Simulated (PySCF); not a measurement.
## C6H9N2: g tensor and hyperfine couplings

C6H9N2 (doublet state).
Atom-mapped SMILES: `[H]/[N:8]=[C:7]\[CH2:6]/[CH:5]=[N:4]\[C:2](=[CH2:1])[CH3:3]` (hydrogens: H9, H10 on C1; H11, H12, H13 on C3; H14 on C5; H15, H16 on C6; H17 on N8)

Geometry (GFN2-xTB, Å), atoms numbered from 1 in this order:
```xyz
17
C6H9N2 angstrom
C     -0.908   -0.991    1.043
C     -1.187    0.048    0.249
C     -2.553    0.287   -0.329
N     -0.313    1.079    0.001
C      0.874    1.013   -0.426
C      1.652   -0.219   -0.788
C      2.490   -0.555    0.369
N      2.871   -0.262    1.480
H     -1.667   -1.701    1.316
H      0.063   -1.124    1.489
H     -2.926    1.252    0.009
H     -3.242   -0.495   -0.024
H     -2.500    0.314   -1.417
H      1.425    1.947   -0.467
H      2.305   -0.048   -1.645
H      0.986   -1.061   -0.996
H      2.623    0.530    2.074
```

The hyperfine couplings belong to this conformer and change with its torsions.

Method used: UKS B3LYP, pcH-1 on C H N, non-relativistic, mean-field spin-orbit, GIAO (PySCF). Isolated species at its GFN2-xTB geometry (one conformer only). A GFN2-xTB geometry isn't a minimum of the functional, and hyperfine couplings can be far from their values at a DFT geometry. The frame is twisted about the C2–N4 bond at this geometry (dihedral C1–C2–N4–C5 = 54°); couplings at other torsion angles weren't computed. The SCF solution wasn't tested for stability.

- g1, g2, g3: 1.99918, 2.00226, 2.00297
- g_iso: 2.00147
- Form of g: rhombic: the two nearest values differ by 19 % of g3 − g1
- ⟨S²⟩: 0.7557 (exact 0.7500)
- HOMO–LUMO gap, α and β orbitals: 3.66, 4.63 eV
- Total energy: -343.45765 Eh

Hyperfine couplings atom by atom, in MHz; T1 to T3 are the principal values of the dipolar part:

```
atom  isotope  a_iso     T1     T2     T3  Mulliken spin population
  C1      13C    4.1   -3.8   -2.8    6.6                      0.05
  C2      13C   -3.2   -3.3    1.3    2.0                     -0.02
  C3      13C    0.8   -0.3   -0.2    0.5                      0.00
  N4      14N    1.1   -4.2   -2.7    6.9                      0.05
  C5      13C   39.5   -9.2   -3.7   12.9                      0.02
  C6      13C   70.5   -7.0   -6.7   13.7                     -0.01
  C7      13C  367.9  -54.4  -47.8  102.2                      0.67
  N8      14N  121.8   -9.5   -5.8   15.3                      0.12
  H9       1H   -3.0   -2.2   -0.6    2.8                      0.00
 H10       1H   -2.6   -2.9   -2.1    5.0                      0.00
 H11       1H   -1.5   -0.5   -0.5    1.0                      0.00
 H12       1H    0.3   -0.5   -0.4    0.9                      0.00
 H13       1H   -1.7   -0.6   -0.5    1.1                      0.00
 H14       1H    4.8   -2.5   -1.7    4.3                      0.00
 H15       1H    7.8   -6.9   -4.6   11.5                      0.00
 H16       1H   15.1   -6.7   -4.9   11.6                      0.00
 H17       1H  232.5   -8.4   -4.1   12.5                      0.11
```

Largest spin populations (Mulliken): C7 (+0.67), N8 (+0.12) and H17 (+0.11). No atom but C7 exceeds +0.15.

Axes: g1 points within 3° of the C7–N8 bond.

Under fast tumbling the dipolar parts average out, and these isotropic splittings remain (the largest six): 1 × 1H (H17, I = 1/2, 2 lines) with 8.30 mT, 1 × 14N (N8, I = 1, 3 lines) with 4.35 mT, 2 × 1H (H15/H16, I = 1/2, 3 lines) with 0.41 mT, 1 × 1H (H14, I = 1/2, 2 lines) with 0.17 mT, 1 × 1H (H9, I = 1/2, 2 lines) with 0.11 mT and 1 × 1H (H10, I = 1/2, 2 lines) with 0.09 mT.

Class means assume fast exchange of nuclei equivalent by connectivity; if that motion is slow, each nucleus keeps its own coupling. The 1H value of +11.4 MHz is a mean of couplings from 7.8 to 15.1 MHz in this one geometry, not an average over conformers.

The 13C coupling of C7 (367.9 MHz) shows only in satellite lines or after enrichment, since that isotope makes up about 1.07 % of natural carbon.
